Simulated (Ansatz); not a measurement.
Isolated molecules relaxed with PBE0-D4/def2-TZVP in Ansatz; ΔE leaves out vibrations. CCSD(T)/CBS is the MP2 limit (def2-TZVPP, def2-QZVPP) plus CCSD(T) − MP2 in def2-TZVPP, frozen cores. This one scheme is used for every species. Functionals use def2-TZVPP. B3LYP here is the variant with VWN-RPA as its local correlation; programs differ in this. One conformer a species, not always the lowest.

Reaction (hydrogenolysis of a C–Si bond): `F[C@@H]([SiH3])[C@@H](F)Cl` + H₂ → `FCC(F)Cl` + SiH₄

`F[C@@H]([SiH3])[C@@H](F)Cl`:

Z-matrix (Å, degrees):
```
C
Si 1 1.915
C 1 1.506 2 112.9
F 1 1.383 2 108.3 3 123.1
H 1 1.097 2 109.6 3 -119.4
H 2 1.486 1 108.0 3 52.0
H 2 1.483 1 107.4 3 170.3
H 2 1.480 1 110.0 3 -69.1
F 3 1.362 1 111.0 2 53.3
Cl 3 1.774 1 112.0 2 174.8
H 3 1.093 1 109.9 2 -66.7
```

H₂:

Z-matrix (Å, degrees):
```
H
H 1 0.746
```

`FCC(F)Cl`:

Cartesian coordinates in Å:
```
F 1.203 1.352 -0.170
C 0.785 0.052 -0.018
C -0.721 0.017 -0.030
F -1.216 0.664 1.052
Cl -1.243 -1.679 0.001
H 1.177 -0.547 -0.843
H 1.155 -0.334 0.936
H -1.140 0.474 -0.928
```

SiH₄:

Z-matrix (Å, degrees):
```
Si
H 1 1.485
H 1 1.485 2 109.5
H 1 1.485 2 109.5 3 -120.0
H 1 1.485 2 109.5 3 120.0
```

```
             level  ΔE (kcal/mol)  difference from CCSD(T)/CBS
            PBE-D4          -10.5                          1.2
         r2SCAN-D4          -11.0                          0.7
           PBE0-D4          -12.0                         -0.3
          B3LYP-D4          -11.8                         -0.1
           ωB97X-V          -12.1                         -0.4
           ωB97M-V          -11.4                          0.3
            B2PLYP          -13.6                         -1.9
               PBE          -12.3                         -0.6
            r2SCAN          -11.5                          0.2
              PBE0          -13.6                         -1.9
             B3LYP          -14.7                         -3.0
     HF/def2-TZVPP          -19.5                         -7.8
    MP2/def2-TZVPP          -11.5                          0.2
SCS-MP2/def2-TZVPP          -13.1                         -1.4
   CCSD/def2-TZVPP          -13.9                         -2.2
CCSD(T)/def2-TZVPP          -12.6                         -0.9
     HF/def2-QZVPP          -19.5                         -7.8
    MP2/def2-QZVPP          -11.0                          0.7
SCS-MP2/def2-QZVPP          -12.6                         -0.9
      HF/CBS(def2)          -19.5                         -7.8
     MP2/CBS(def2)          -10.6                          1.1
    CCSD/CBS(def2)          -13.0                         -1.3
       CCSD(T)/CBS          -11.7                            0
```

Largest T1 diagnostic among the species: 0.012.

From PBE to PBE0 (25 % exact exchange), in def2-TZVPP and without D4, ΔE moves by −1.3 kcal/mol. In def2-TZVPP, CCSD(T) changes the Hartree–Fock value by +6.9 kcal/mol (the triples alone add +1.3 kcal/mol) and MP2 by +8.0 kcal/mol.
